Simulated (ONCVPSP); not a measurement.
## Transferability test, ONCV potential for gold (Au)

ONCVPSP 4.0.1 input, shortened (lines: element, Z, core and valence counts, functional; n l f; lmax; l rc ep ncon nbas qcut; lloc lpopt rc5 dvloc0; l nproj debl; icmod fcfact rcfact), PBEsol, scalar-relativistic:

```
  Au 79.00   10    3  -116133      upf
    1    0    2.00
    2    0    2.00
    2    1    6.00
    3    0    2.00
    3    1    6.00
    3    2   10.00
    4    0    2.00
    4    1    6.00
    4    2   10.00
    4    3   14.00
    5    0    2.00
    5    1    6.00
    5    2   10.00
    2
    0    1.60    0.00    4    8    6.30
    1    1.80    0.00    4    7    8.50
    2    1.65    0.00    3    7    7.60
    4    5    1.25    1.00
    0    2    3.90
    1    2    1.50
    2    2    2.60
    1    0.40    0.00
```

In the s channel the program set the typed energies aside and used -4.298, 0.050 Ha. In the p channel the program set the typed energies aside and used -2.513, 0.250 Ha.

Energies are relative to the spin-unpolarised reference configuration 5s2 5p6 5d10; without spin polarisation the order of configurations can differ from experiment.

```
valence configuration  charge  ΔE all-electron (eV)  error AE − PS (meV)
     5s2 5p6 5d10 6s1       0                -9.440                 +1.3
   5s2 5p6 5d10 6s0.5    +0.5                -5.649                 +1.6
```

What are ΔE and the potential's error for 5s2 5p6 5d9?

ΔE = 21.238 eV all-electron; the error (AE − PS) is -4.3 meV.

What are ΔE and the potential's error for 5s2 5p6 5d8?

ΔE = 55.146 eV all-electron; the error (AE − PS) is -17 meV.

Levels in the configuration 5s2 5p6 5d8:

| level | all-electron (eV) | pseudo (eV) |
| --- | --- | --- |
| 5s | -144.718 | -144.709 |
| 5p | -95.705 | -95.720 |
| 5d | -40.658 | -40.666 |
